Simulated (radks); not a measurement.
Problem. The table gives one normalised radial function P(r) = r R(r) (large component) of Tm58+ in [Ne] 3s1 (r in bohr). Method: Dirac Kohn-Sham, PBEsol, spin-unpolarised, spherical densities, finite nucleus; Fermi nuclear charge, rms radius 5.2256 fm; computed with a radial shooting solver on a logarithmic mesh with Libxc functionals.

r,P
0.001124,0.0065
0.001395,0.0098
0.001731,0.0148
0.002148,0.0221
0.002666,0.0329
0.003283,0.0482
0.004074,0.0712
0.005056,0.1046
0.006275,0.1522
0.007788,0.2191
0.009666,0.3114
0.012,0.4353
0.01489,0.5958
0.01848,0.7942
0.02293,1.0229
0.02846,1.2598
0.03533,1.4610
0.04349,1.5559
0.05398,1.4639
0.067,1.0893
0.08315,0.3888
0.1032,-0.5738
0.1281,-1.5858
0.159,-2.3217
0.1973,-2.4940
0.2448,-2.0577
0.3039,-1.2880
0.3771,-0.5879
0.4681,-0.1841
0.5809,-0.0365

Which n and l does it have? It may be an empty orbital.

Solution. n = 3, l = 1: the number of nodes gives n - l - 1 = 1, the rise at small r points to l (this Dirac orbital starts outside the nucleus as r^gamma with gamma = sqrt((l + 1)^2 - (Z/c)^2) = 1.94; the j = 3/2 orbital of l + 1 starts with the same power, but with a smaller coefficient, and then steepens), and the extent must fit the shell. The curve is that of 3p3/2; the two j differ most near the nucleus, where j = l - 1/2 has the larger amplitude, and in heavy atoms j = l - 1/2 is also the more compact. 3p3/2 (empty): eigenvalue -5564.9 eV, 1 radial node at r = 0.0912 bohr, <r> = 0.197 bohr, 90 % of the charge inside 0.292 bohr.
